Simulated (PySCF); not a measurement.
InN⁻: energy against distance

Set-up: In aug-cc-pVDZ-PP with ECP28, N aug-cc-pVDZ; scalar-relativistic core potentials (PySCF 2.14). Energies in eV from In⁻ + N in their ground configurations at the same level. State: ²Π (doublet), unpaired electrons π ↑.

```tsv
R (Å)	LDA
1.781	-2.758
1.864	-3.251
1.947	-3.508
2.009	-3.590
2.071	-3.602
2.133	-3.562
2.216	-3.452
2.320	-3.255
2.444	-2.980
2.610	-2.607
```

Q: Put a parabola through the three lowest points of the LDA curve and estimate Re, k and ωe (reduced mass 12.48 u; 1 eV/Å² = 0.16022 mdyn/Å; ωe = 1302.8·√(k/μ) cm⁻¹).

A: Through R = 2.009, 2.071, 2.133 Å the second-order coefficient is 6.76 eV/Å², so Re ≈ 2.054 Å, k ≈ 2.17 mdyn/Å and ωe ≈ 543 cm⁻¹. A polynomial fit of higher order to the unrounded LDA energies gives Re = 2.052 Å, k = 2.36 mdyn/Å, ωe = 566 cm⁻¹; anharmonicity and rounding make the difference.

The higher-order fit for each curve: LDA: Re = 2.052 Å, ωe = 566 cm⁻¹, De = 3.60 eV.

⟨S²⟩ of the unrestricted solution departs from its pure value on part of the curve, where spin states mix. Spin–orbit coupling is left out, which matters for elements this heavy, above all for dissociation energies. For an ion De counts to the pair picked by the measured ionisation energies or electron affinities, which need not be the lowest pair at this level. The highest Kohn–Sham level is positive in this anion. Much of that is self-interaction error, but it also means that the finite basis helps to hold the extra electron. The state was picked by a PBE0 search and need not be the measured ground state.
